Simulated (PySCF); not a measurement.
# Field gradients at the hydrogen positions

Species: C5H11ClSi2.
SMILES with atom numbers: `[CH2:1]=[C:2]=[C:3]([CH3:4])[Si@@H:5]([Cl:6])[SiH2:7][CH3:8]` (hydrogens: H9, H10 on C1; H11, H12, H13 on C4; H14 on Si5; H15, H16 on Si7; H17, H18, H19 on C8)

Geometry (GFN2-xTB, Å), atoms numbered from 1 in this order:
```xyz
19
C5H11ClSi2 angstrom
C     -3.0534    1.9711   -0.4587
C     -2.2972    0.9266   -0.3412
C     -1.4996   -0.0953   -0.2469
C     -1.9226   -1.3822    0.4101
Si     0.2745   -0.0349   -0.9106
Cl     0.5573    1.8163   -1.7188
Si     1.8046   -0.4956    0.7764
C      3.5655   -0.0072    0.2629
H     -3.6902    2.1187   -1.3166
H     -3.0825    2.7392    0.2979
H     -1.8524   -2.2036   -0.3013
H     -1.2634   -1.6076    1.2479
H     -2.9460   -1.3185    0.7727
H      0.3252   -0.9550   -2.0605
H      1.4843    0.1871    2.0402
H      1.7957   -1.9361    1.0801
H      4.2816   -0.1934    1.0582
H      3.6192    1.0482    0.0099
H      3.8899   -0.5685   -0.6092
```

Level: PBE0/pcSseg-1 (PySCF, non-relativistic); Q(2H) = 0.00286 b; rigid geometry, the same for H and D, with no vibrational averaging.

Question: Rank these positions by the coupling χzz of a deuteron there, largest first.
A. H9 (hydrogen on carbon)
B. H16 (Si–H hydrogen)
C. H18 (methyl hydrogen)
D. H13 (methyl hydrogen)

Answer: A (226 kHz), C (216 kHz), D (210 kHz), B (106 kHz).

Q: What are Vzz, η and χzz (234.96 MHz × Q × Vzz) at all hydrogens?

A: 
```csv
atom,bonded to,bond length (Å),Vzz (au),η,χzz (kHz)
H9,C1,1.079,0.3367,0.06,226
H10,C1,1.079,0.3367,0.06,226
H11,C4,1.089,0.3110,0.03,209
H12,C4,1.090,0.3101,0.04,208
H13,C4,1.088,0.3123,0.03,210
H14,Si5,1.474,0.1542,0.04,104
H15,Si7,1.472,0.1583,0.01,106
H16,Si7,1.472,0.1580,0.01,106
H17,C8,1.086,0.3245,0.01,218
H18,C8,1.087,0.3215,0.01,216
H19,C8,1.087,0.3229,0.01,217
```

Q: Average by the element that carries the hydrogen.

A: on C: 216 kHz over 8 positions, mean bond length 1.085 Å; on Si: 105 kHz over 3 positions, mean bond length 1.473 Å.

Q: How does χzz go with the bond length over the 8 C–H bonds?

A: A straight-line fit has a slope of -15.7 kHz for each 0.01 Å, with a correlation coefficient of -0.95, over lengths from 1.079 to 1.090 Å. The longer bonds have the smaller couplings here.

Q: Give the 2H NMR doublet splittings at H12 for a magnetic field along the z, y and x axes of the gradient: 3χ/2, 3χ(1 + η)/4, 3χ(1 − η)/4.

A: With |χ| = 208.4 kHz and η = 0.039: 313, 162 and 150 kHz, to first order and without motion.

One conformer (not necessarily the lowest) at the GFN2-xTB geometry, without solvent, vibrations or thermal averaging. GFN2-xTB bond lengths can be off by several hundredths of an ångström, more for odd bonds, and the gradients follow them. A larger basis could move these couplings by a tenth or more.
